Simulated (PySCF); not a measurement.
**Basis and Hamiltonian dependence of the excitation energy of Sb⁺**

Sb⁺ [Kr] 4d10 5s2 5p2 (3P) → Sb⁺ [Kr] 4d10 5s2 5p1 6s1 (3P). All values are computed (PySCF 2.14, energy differences of UHF-based or UKS calculations, no spin-orbit coupling). Values in eV.

```
                                                            basis    Hamiltonian  functions    UHF  r2SCAN   PBE0  MP2 (valence)  CCSD(T) (valence)
x2c-TZVPPall with one added diffuse shell each of s, p, d, f type  spin-free X2C         76  8.329   8.536  8.315          8.359              8.352
          def2-QZVPPD with the def2 core potential (28 electrons)            ECP         88  8.305   8.533  8.295          8.384              8.373
                                     aug-cc-pVQZ-PP with ECP28MDF            ECP         92  8.305   8.535  8.297          8.384              8.373
                                   aug-cc-pwCVTZ-PP with ECP28MDF            ECP         96  8.304   8.540  8.300          8.360              8.356
```

Frozen in the all-electron rows: valence: [Kr] 4d10; with a core potential, the same shells as far as they lie outside it.

Reference for a calculation without spin-orbit coupling: 8.495 eV (measured, between term centres; NIST).
